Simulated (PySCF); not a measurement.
Series: cyclic III–V and III–VI dimers. All species are isolated molecules in the gas phase. Strings in code marks are SMILES.

These are PBE-D3(BJ)/def2-TZVP // CAM-B3LYP-D3(BJ)/def2-SVP (PySCF 2.14.0) values and carry that method's errors. Delta-SCF ions had no search for a lower state. Excitations are Tamm–Dancoff values on a coarser integration grid. The basis has no diffuse functions, so Rydberg states are missing or too high.

```csv
species,HOMO (eV),vertical ionisation energy (Delta-SCF) (eV),HOMO–LUMO gap (eV),S1–T1 gap (TDA) (eV),dipole moment (D)
`[SeH+]1[BH2-][SeH+][BH2-]1`,-6.58,9.31,5.21,0.45,0.03
`[AlH2-]1[SH+][AlH2-][SH+]1`,-7.02,9.45,5.68,0.21,0.01
`[NH2+]1[GaH2-][NH2+][GaH2-]1`,-6.56,–,5.63,0.17,0.01
`[SeH+]1[GaH2-][SeH+][GaH2-]1`,-6.64,9.06,5.24,0.34,0.05
```
